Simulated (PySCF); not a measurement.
SMILES F[SiH2][Ge]([Cl])([Cl])[Cl] (H2Cl3FGeSi), PBE0/def2-SVP optimised geometry.

```
8

Si    -0.46    -0.28     0.00
F     -1.00    -1.09    -1.29
Ge    -1.21    -1.40     1.97
Cl    -3.34    -1.40     2.18
Cl    -0.54    -3.45     2.08
Cl    -0.38    -0.35     3.66
H     -1.03     1.09     0.00
H      1.03    -0.28     0.00
```

Density from PySCF with PBE0/def2-TZVP at that geometry.

Minimum of the electron density along straight lines between bonded atoms, close to the bond critical point (lines longer than 1.1 times the sum of covalent radii, or with two minima, are not listed):

| bond | length / Å | ρ at the minimum / e bohr⁻³ | ∇²ρ there / e bohr⁻⁵ | position (fraction from the first atom) |
|---|---|---|---|---|
| Si1–F2 | 1.622 | 0.132 | 0.90 | 0.42 |
| Si1–Ge3 | 2.387 | 0.092 | -0.16 | 0.38 |
| Ge3–Cl4 | 2.149 | 0.107 | 0.16 | 0.43 |
| Ge3–Cl5 | 2.149 | 0.107 | 0.16 | 0.43 |
| Ge3–Cl6 | 2.156 | 0.105 | 0.16 | 0.43 |
| Si1–H7 | 1.486 | 0.125 | 0.13 | 0.49 |
| Si1–H8 | 1.486 | 0.125 | 0.13 | 0.49 |
